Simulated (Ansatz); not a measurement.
Consider the ligand exchange at the Si–Cl bond: `[SiH3]S[SiH2]Cl` + `[SiH3]S` → `[SiH3]S[SiH2]S[SiH3]` + HCl.

Calculated with Ansatz (gas phase, PBE0-D4/def2-TZVP geometries, no zero-point term in ΔE). CCSD(T)/CBS is the MP2 limit (def2-TZVPP, def2-QZVPP) plus CCSD(T) − MP2 in def2-TZVPP, frozen cores. This one scheme is used for every species. Functionals use def2-TZVPP. B3LYP here is the variant with VWN-RPA as its local correlation; programs differ in this. Each species was taken in one conformer, which may not be the lowest.

Task: Is it downhill or uphill in electronic energy at CCSD(T)/CBS, and by how much? (Estimate.)

Result: The calculation gave: Uphill: ΔE = +5.3 kcal/mol.

Task: What do these levels give: r2SCAN-D4, PBE0-D4, B3LYP-D4, ωB97M-V, B2PLYP, r2SCAN, PBE0, SCS-MP2/def2-TZVPP, CCSD/def2-TZVPP, CCSD(T)/def2-TZVPP, MP2/def2-QZVPP, SCS-MP2/def2-QZVPP? (An estimate is asked.)

Result: Ansatz gave: r2SCAN-D4 5.9, PBE0-D4 4.5, B3LYP-D4 5.4, ωB97M-V 6.0, B2PLYP 7.9, r2SCAN 6.6, PBE0 6.9, SCS-MP2/def2-TZVPP 6.2, CCSD/def2-TZVPP 6.5, CCSD(T)/def2-TZVPP 5.5, MP2/def2-QZVPP 4.8, SCS-MP2/def2-QZVPP 6.2 kcal/mol.

Largest T1 diagnostic among the species: 0.012.

The D4 term adds −4.2 kcal/mol with B3LYP and −2.4 kcal/mol with PBE0; it sums over pairs of atoms, weighted by their polarisabilities, and B3LYP, whose exchange is more repulsive, gets the larger term. In def2-TZVPP, CCSD(T) changes the Hartree–Fock value by −5.9 kcal/mol (the triples alone add −1.0 kcal/mol) and MP2 by −6.6 kcal/mol.
